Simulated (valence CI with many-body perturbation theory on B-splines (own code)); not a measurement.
## E1 line list for Ru XXXII

Level of theory: valence CI with perturbative core correlation (CI+MBPT): three valence electrons over a frozen Dirac-Fock core [Ne], radial functions for each j: 11 s, 11 p, 10 d, 8 f, 5 g, 2 h, with the one-electron correlation potential Σ1, the two-electron term Σ2, the three-electron term Σ3, Breit, model QED; selected CI, second order for the rest, scaled by the run's own slope (own B-spline code, finite nucleus).

The last digits are not significant, and no measured levels were compared; by estimate large intervals hold to a few tenths of a per cent, small ones and those within an open d or f shell to about a per cent.

Lines 51 to 100 of 577 in falling wavelength, among levels below 887.31 eV, chosen from the strongest by gf and those to the six lowest levels. Wavelengths and rates use the calculated energies. Electric multipoles are in the length gauge with retardation, E1 and E2 with the static RPA response of the core. Weak lines are less certain than strong ones. Lines between different terms over intervals too small for the method are left out, as are lines whose strength nearly cancels. The highest levels of a list are the least certain.

Names give the largest LS component (configuration and term), which can be under half, so a name can repeat, a term be missing and a line seem to break the LS rules; names also repeat where a configuration has a term twice. Letters in brackets count levels of one name in rising energy.

```tsv
λ vac (nm)	Upper	Lower	A (s⁻¹)	log gf	Branch %
13.35	3d³ ²P_3/2	3p3d² ²P°_3/2 [c]	9.53e+09	-0.99	4.6
13.32	3s3p3d ⁴F°_5/2 [a]	3s3p² ²D_3/2	5.48e+07	-3.06	2.0
13.29	3s3p² ⁴P_3/2	3s²3p ²P°_1/2	8.66e+07	-3.04	23.2
13.26	3p²3d ²D_5/2 [a]	3s3p3d ⁴D°_7/2	1.35e+10	-0.67	8.6
13.18	3p²3d ⁴P_3/2	3s3p3d ⁴D°_5/2	1.60e+10	-0.78	8.6
13.09	3p²3d ⁴F_3/2	3s3p3d ⁴F°_3/2	1.22e+10	-0.90	21.9
12.89	3d³ ²G_7/2	3p3d² ²F°_5/2 [c]	1.45e+10	-0.54	7.3
12.75	3p3d² ²G°_9/2 [a]	3s3d² ²G_7/2	2.23e+10	-0.26	16.9
12.74	3p³ ²P°_3/2 [a]	3s3p² ⁴P_3/2	6.79e+09	-1.18	13.0
12.73	3p3d² ²P°_3/2 [b]	3s3d² ²S_1/2	1.94e+10	-0.72	11.4
12.71	3p²3d ⁴F_9/2 [b]	3s3p3d ²F°_7/2 [a]	1.22e+10	-0.53	15.2
12.66	3s3p² ²D_5/2	3s²3p ²P°_3/2	3.40e+09	-1.31	100.0
12.57	3p²3d ²F_7/2 [b]	3s3p3d ²F°_7/2 [b]	5.47e+09	-0.98	3.0
12.53	3p3d² ²H°_11/2	3s3d² ²G_9/2	6.26e+10	0.25	73.9
12.48	3p3d² ⁴G°_11/2	3s3d² ⁴F_9/2	3.33e+10	-0.03	45.4
12.42	3d³ ²G_9/2	3p3d² ²F°_7/2 [c]	6.11e+10	0.15	41.2
12.41	3s3p3d ⁴F°_5/2 [b]	3s3p² ²D_3/2	7.27e+08	-2.00	3.1
12.33	3p³ ⁴S°_3/2	3s3p² ²D_3/2	1.22e+09	-1.95	1.2
12.29	3p3d² ²F°_7/2 [a]	3p²3d ²D_5/2 [c]	8.59e+09	-0.81	5.0
12.28	3p3d² ²G°_9/2 [b]	3s3d² ²F_7/2	7.89e+10	0.25	34.4
12.27	3p3d² ²F°_5/2 [b]	3s3d² ²D_3/2	1.42e+10	-0.72	6.3
12.26	3p3d² ⁴F°_7/2	3p²3d ²F_7/2 [b]	9.69e+09	-0.76	6.0
12.20	3d³ ²F_7/2	3p3d² ²D°_5/2 [c]	3.52e+10	-0.20	18.0
12.19	3p3d² ²D°_5/2 [c]	3s3d² ²P_3/2	5.13e+10	-0.16	21.6
12.18	3d³ ²G_7/2	3p3d² ²D°_5/2 [b]	1.33e+10	-0.63	6.7
12.18	3s3d² ²F_5/2	3s3p3d ²D°_5/2 [b]	1.22e+10	-0.79	5.0
12.15	3d³ ²P_3/2	3p3d² ²D°_5/2 [c]	1.64e+10	-0.84	7.9
12.12	3p3d² ²F°_7/2 [a]	3s3d² ²G_9/2	2.34e+10	-0.38	13.6
12.12	3s3p3d ⁴F°_3/2	3s3p² ⁴P_5/2	4.94e+09	-1.36	35.7
12.10	3p3d² ⁴G°_7/2	3p²3d ⁴P_5/2	6.37e+09	-0.95	12.5
12.10	3p3d² ²F°_5/2 [c]	3p²3d ²F_5/2 [c]	1.10e+10	-0.84	5.4
12.06	3p3d² ⁴P°_5/2	3p²3d ²D_5/2 [b]	1.34e+10	-0.76	8.7
12.06	3p²3d ²D_5/2 [c]	3p³ ²P°_3/2 [b]	8.43e+09	-0.96	4.5
12.04	3p²3d ⁴D_7/2	3s3p3d ²D°_5/2 [a]	1.46e+10	-0.60	14.5
12.02	3p3d² ⁴F°_9/2	3s3d² ⁴F_9/2	1.54e+10	-0.48	9.5
11.95	3p3d² ⁴D°_5/2 [b]	3s3d² ⁴P_3/2	2.73e+10	-0.45	18.7
11.94	3d³ ²H_11/2	3p3d² ²G°_9/2 [b]	8.48e+10	0.34	60.9
11.94	3p²3d ²F_7/2 [a]	3s3p3d ⁴F°_7/2	6.89e+09	-0.93	13.6
11.86	3d³ ²F_5/2	3p3d² ²D°_3/2 [c]	4.93e+10	-0.20	23.0
11.82	3p3d² ²F°_7/2 [a]	3s3d² ²F_5/2	3.39e+10	-0.25	19.7
11.81	3d³ ²H_9/2	3p3d² ²F°_7/2 [b]	5.17e+10	0.03	29.6
11.78	3p3d² ²P°_1/2 [d]	3s3d² ²S_1/2	4.27e+10	-0.75	14.2
11.77	3p3d² ²F°_7/2 [b]	3p²3d ²D_5/2 [c]	3.85e+10	-0.19	16.6
11.75	3p²3d ²D_3/2 [b]	3p³ ²P°_3/2 [b]	1.53e+10	-0.90	5.8
11.74	3p²3d ²G_7/2	3s3p3d ²F°_5/2 [a]	4.15e+10	-0.16	62.2
11.71	3p²3d ⁴F_7/2	3s3p3d ⁴P°_5/2	2.44e+10	-0.40	33.8
11.67	3d³ ²F_5/2	3p3d² ²P°_3/2 [b]	8.16e+09	-1.00	3.8
11.66	3p3d² ²D°_3/2 [c]	3s3d² ²P_1/2	7.01e+10	-0.24	25.1
11.65	3p3d² ⁴D°_7/2 [c]	3s3d² ⁴P_5/2	3.67e+10	-0.22	21.2
11.63	3p3d² ²F°_7/2 [c]	3p²3d ²F_5/2 [c]	1.08e+11	0.24	49.6
```
